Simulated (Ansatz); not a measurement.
CH₄BF₂N, SMILES `NBC(F)F`. Total charge 0; spin multiplicity 1.

Cartesian coordinates in Å:
```
N 0.035 -0.839 1.157
B -0.631 -0.120 0.190
C 0.229 0.708 -0.870
F 1.578 0.506 -0.699
F -0.073 0.305 -2.143
H -0.426 -1.390 1.860
H 1.042 -0.869 1.197
H -1.824 -0.095 0.141
H 0.071 1.794 -0.832
```

(1) Give the diagnostics of a CCSD(T)/def2-TZVPP run (frozen core, the Gaussian-basis code of Ansatz). (Estimate.)

Results:

(1) Computed: T1 = 0.0127, largest single amplitude 0.026, largest double 0.032, (T) share of the correlation energy 3.3 %, 9 CCSD cycles. The RHF solution is stable towards an unrestricted one. T1 lies under the customary mark of 0.02 for closed shells.
